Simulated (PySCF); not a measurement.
Run record: excited-state job, `C[As](C)P[SiH3]`.

Computed with TDDFT PBE0/def2-SVPD, vertical, gas phase, core orbitals frozen in the response (PySCF 2.14.0, density-fitted response routines). Geometry: GFN2-xTB. The input is one job of a driver script: a line of settings, then coordinates in Å.

Input:
```
{"job": {"kind": "uv", "xc": "PBE0", "basis": "def2-SVPD", "nstates": 8, "ntriplets": 3}, "charge": 0, "multiplicity": 1}
C     -1.343178     0.637436    -0.829762
As    -0.465988    -0.951443    -0.054999
C     -1.711164    -1.167392     1.463975
P      1.145314     0.209481     1.120873
Si     2.510209     0.666498    -0.596236
H     -1.441630     1.429410    -0.088354
H     -0.770892     1.018384    -1.675413
H     -2.337945     0.368140    -1.185507
H     -1.864749    -0.219630     1.977876
H     -1.320069    -1.890977     2.179277
H     -2.672478    -1.532661     1.101638
H      1.825496    -0.947218     1.489402
H      2.446393    -0.302592    -1.699998
H      2.125171     1.985616    -1.108515
H      3.871096     0.704936    -0.058617
```

Task: Give the output.

Result: 
```
coarse grid: 55240 points
cycle   1  E = -2947.7795783832  dE = -7.103e-01  |g| = 3.719e-01  |ddm| = 4.619e+00
cycle   2  E = -2947.7680632399  dE =  1.152e-02  |g| = 4.230e-01  |ddm| = 9.416e-01
cycle   3  E = -2947.8115680263  dE = -4.350e-02  |g| = 4.080e-02  |ddm| = 4.831e-01
cycle   4  E = -2947.8120954105  dE = -5.274e-04  |g| = 1.281e-02  |ddm| = 9.067e-02
cycle   5  E = -2947.8121512767  dE = -5.587e-05  |g| = 2.585e-03  |ddm| = 2.998e-02
cycle   6  E = -2947.8121534108  dE = -2.134e-06  |g| = 9.009e-04  |ddm| = 5.838e-03
final grid: 113064 points
cycle   7  E = -2947.8121677638  dE =  4.442e-08  |g| = 1.198e-03  |ddm| = 7.095e-03
cycle   8  E = -2947.8121673409  dE =  4.229e-07  |g| = 1.665e-03  |ddm| = 4.016e-03
cycle   9  E = -2947.8121682176  dE = -8.767e-07  |g| = 9.327e-05  |ddm| = 2.318e-03
cycle  10  E = -2947.8121682198  dE = -2.163e-09  |g| = 1.102e-05  |ddm| = 1.460e-04
cycle  11  E = -2947.8121682198  dE = -3.547e-11  |g| = 4.857e-06  |ddm| = 3.301e-05
converged SCF energy = -2947.8121682198

Static polarisability (au): isotropic 115.746, principal 95.047 109.401 142.790

Singlet excitations
state   eV       nm        f      main configurations
  1   5.0100    247.5   0.11806   H->L 0.93
  2   5.4645    226.9   0.07080   H->L+1 0.93
  3   5.6473    219.5   0.03286   H->L+2 0.95
  4   5.8347    212.5   0.00442   H->L+3 0.94
  5   6.3217    196.1   0.02609   H->L+4 0.51, H->L+5 0.30, H-1->L 0.14
  6   6.3908    194.0   0.01485   H-1->L 0.81
  7   6.4816    191.3   0.00707   H->L+5 0.59, H->L+4 0.38
  8   6.8380    181.3   0.07166   H->L+6 0.69, H->L+7 0.21

Triplet excitations (Tamm-Dancoff, eV): 4.0197 4.9192 5.1607
```

The SCF starts on a coarse grid where the log names one; the energy can jump when the final grid takes over, and dE then counts from the start density on the new grid. H and L stand for HOMO and LUMO; the number after each pair is its weight.

Task: Which computed singlet has the largest oscillator strength, and what do all of them sum to?

Result: State 1 at 5.01 eV (247 nm), f = 0.118; the 8 states sum to 0.346.

Task: Give the mean polarisability as a volume in Å³, and the ratio of the largest to the smallest principal value.

Result: 115.746 au × 0.148185 = 17.15 Å³; 142.790/95.047 = 1.50.

Main results: HOMO -6.36 eV, LUMO -0.35 eV; lowest singlet 5.01 eV; lowest triplet 4.02 eV (Tamm–Dancoff); mean polarisability 115.7 au.

 The PBE0/def2-SVPD calculation is non-relativistic and has no spin–orbit coupling, an omission that weighs most on arsenic.

Cost: about 80 s of CPU time on one thread; the machine was shared, so the figure is rough.

One conformer stands for the species.
Labels such as C1 count atoms from 1, the log's own numbers from 0.
